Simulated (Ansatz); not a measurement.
C₃H₆OSn (`C#[C][SnH2][O]C`), 11 atoms. The species carries charge 0 and has multiplicity 1. Correlated methods include outer-core shells of Sn, which these sets cover unevenly. Sn: def2 effective core potential. All runs use 4 threads of an Intel Xeon 6975P-C on a shared host. Correlated methods freeze the cores.

How many basis functions does each run have, and how long does it take in Ansatz? RKS ωB97M-V/def2-QZVPP energy; direct RPA on PBE orbitals/def2-TZVPP energy; RKS PBE0-D4/def2-TZVP relaxation (7 steps); RHF-CCSD(T)/def2-TZVPP energy; RKS ωB97X-V/def2-TZVPP energy; RKS B2PLYP (frozen core)/def2-TZVPP energy; RKS PBE0-D4/def2-SVP energy; RKS ωB97M-V/def2-TZVPP energy and forces; RHF-MP2/def2-QZVPP energy; RKS PBE0-D4/def2-TZVP frequencies; RKS ωB97M-V/def2-SVP energy; RKS PBE0-D4/def2-QZVPP energy. (An estimate is asked.)

Computed: Other jobs shared the machine, so times are rough.

| level | job | functions | wall time | peak host memory (GiB) |
| --- | --- | --- | --- | --- |
| RKS PBE0-D4/def2-SVP | energy | 112 | 1.1 s | 0.27 |
| RKS ωB97M-V/def2-SVP | energy | 112 | 3.4 s | 0.37 |
| RKS B2PLYP (frozen core)/def2-TZVPP | energy | 258 | 4.1 s | 0.73 |
| RKS ωB97X-V/def2-TZVPP | energy | 258 | 4.5 s | 0.82 |
| direct RPA on PBE orbitals/def2-TZVPP | energy | 258 | 6 s | 0.71 |
| RKS ωB97M-V/def2-TZVPP | energy and forces | 258 | 6.5 s | 0.96 |
| RKS PBE0-D4/def2-QZVPP | energy | 490 | 7.5 s | 1.7 |
| RKS ωB97M-V/def2-QZVPP | energy | 490 | 15 s | 2.1 |
| RHF-MP2/def2-QZVPP | energy | 490 | 16 s | 3 |
| RKS PBE0-D4/def2-TZVP | relaxation (7 steps) | 210 | 18 s | 0.59 |
| RHF-CCSD(T)/def2-TZVPP | energy | 258 | 82 s | 7.3 |
| RKS PBE0-D4/def2-TZVP | frequencies | 210 | 2.5 min | 0.61 |
